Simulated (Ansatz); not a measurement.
Single points on AlH2Br.

```yaml
crystal:
  periodic: [false, false, false]
  atoms:
    - {symbol: Al, position_ang: [0.104381, 0.174329, -0.000839]}
    - {symbol: H, position_ang: [1.671188, 0.084044, 0.013675]}
    - {symbol: H, position_ang: [-0.715122, 1.512701, -0.021325]}
    - {symbol: Br, position_ang: [-1.060447, -1.771074, 0.008480]}
basis:
  gaussian: {orbitals: def2-TZVP, initial_orbitals: start.molden}
hamiltonian: {xc: pbe0, dispersion: d4}
output: {orbitals: {seedname: orbitals}}
```

The file start.molden holds the orbitals of an earlier run on this structure, at another level or in another basis.

```sh
$ ansatz run in.yaml --threads 4 --pin off --events-out ev --progress --plain --max-ram 3916MiB
```

Shortened log:

```
Functional definition: PBE0
780 factors; their error is unknown
mean field evaluation 1: about -76665.5734 eV, gradient 6.2e0 eV
mean field evaluation 2: about -76665.6085 eV, gradient 3.5e-2 eV
mean field evaluation 4: about -76666.0565 eV, gradient 9.8e-5 eV
mean field evaluation 8: about -76665.1969 eV, gradient 1.1e1 eV
mean field evaluation 16: about -76666.0564 eV, gradient 1.1e-1 eV
mean field -76666.05647756 eV, -2817.4256094308 hartree, gradient 1.9e-5 eV, S^2 0.000000; 1 other end points of the search recorded, 0 dependent functions left out
reference -76666.05650523 eV, -2817.4256104477 hartree; 25, 25 occupied and 72, 72 virtual orbitals, 780 factors
Total energy: -76666.10427997 eV, -2817.4273661369 hartree
```

Hardware: 4 threads of Arm Neoverse V2 on a shared host. Wall time 0.75 s.

First input, but with `hamiltonian: {xc: pbe}`, `correlation: {method: rpa}`, `scf: {omitted_lower_state_checks: [starts]}` and without the key `output` (abridged; 0.75 s):

```
Functional definition: PBE
mean field -76662.88126422 eV, -2817.3089224926 hartree, gradient 1.3e-6 eV, S^2 0.000000
14 core orbitals not correlated: weight in the atoms' cores, before any rotation towards them, 1.000 or more for the frozen orbitals, at most 0.000 for the correlated occupied ones
Total energy: -76630.16374686 eV, -2816.1065759067 hartree
Checks for a lower state left out: starts
```

The first input with `hamiltonian: {xc: r2scan, dispersion: d4}`, `scf: {omitted_lower_state_checks: [starts]}`, `output: {forces: true, orbitals: {seedname: orbitals}}` (abridged; 1.1 s):

```
Functional definition: r2SCAN
mean field -76676.16866020 eV, -2817.7972252884 hartree, gradient 1.3e-5 eV, S^2 0.000000
Total energy: -76676.18048950 eV, -2817.7976600073 hartree
Atom 0 force    -0.098420    -0.164373     0.000787 eV/Å
Atom 1 force     0.067555    -0.008140     0.000668 eV/Å
Atom 2 force    -0.039078     0.055700    -0.000896 eV/Å
Atom 3 force     0.069943     0.116813    -0.000559 eV/Å
Dipole moment:     0.128971     0.215397    -0.001032 e Å
Checks for a lower state left out: starts
```

First input, but with `hamiltonian: {xc: {name: r2SCANh}, dispersion: d4}`, `scf: {omitted_lower_state_checks: [starts]}` (abridged; 1.1 s):

```
Functional definition: r2SCANh
mean field -76676.11564120 eV, -2817.7952768762 hartree, gradient 7.0e-5 eV, S^2 0.000000
Total energy: -76676.12873988 eV, -2817.7957582439 hartree
Checks for a lower state left out: starts
```

The first input with `hamiltonian: {xc: {name: B3LYP}, dispersion: d4}`, `scf: {omitted_lower_state_checks: [starts]}` (abridged; 0.5 s):

```
Functional definition: B3LYP
mean field -76678.89390009 eV, -2817.8973760072 hartree, gradient 8.2e-5 eV, S^2 0.000000
Total energy: -76678.98738683 eV, -2817.9008115815 hartree
Checks for a lower state left out: starts
```

The first input with `correlation: {method: mp2}`, `scf: {omitted_lower_state_checks: [starts]}` and without the key `hamiltonian` (abridged; 0.35 s):

```
Functional definition: HF
mean field -76615.42139406 eV, -2815.5648044339 hartree, gradient 1.1e-6 eV, S^2 0.000000
14 core orbitals not correlated: weight in the atoms' cores, before any rotation towards them, 1.000 or more for the frozen orbitals, at most 0.000 for the correlated occupied ones
second order -9.49830331 eV of doubles, -0.00000000 eV of singles
Total energy: -76624.91969737 eV, -2815.9138606424 hartree
Checks for a lower state left out: starts
```

The first input with `hamiltonian: {xc: pbe, dispersion: d4}`, `scf: {omitted_lower_state_checks: [starts]}` (abridged; 0.45 s):

```
Functional definition: PBE
mean field -76662.88127122 eV, -2817.3089227502 hartree, gradient 1.3e-5 eV, S^2 0.000000
Total energy: -76662.93778289 eV, -2817.3109995157 hartree
Checks for a lower state left out: starts
```

Geometry: B3LYP-D4/def2-TZVP.

B3LYP takes the VWN-RPA correlation. Correlated methods freeze 14 core orbitals; core or outer-core shells of Br are correlated, in sets that lack core-valence functions.
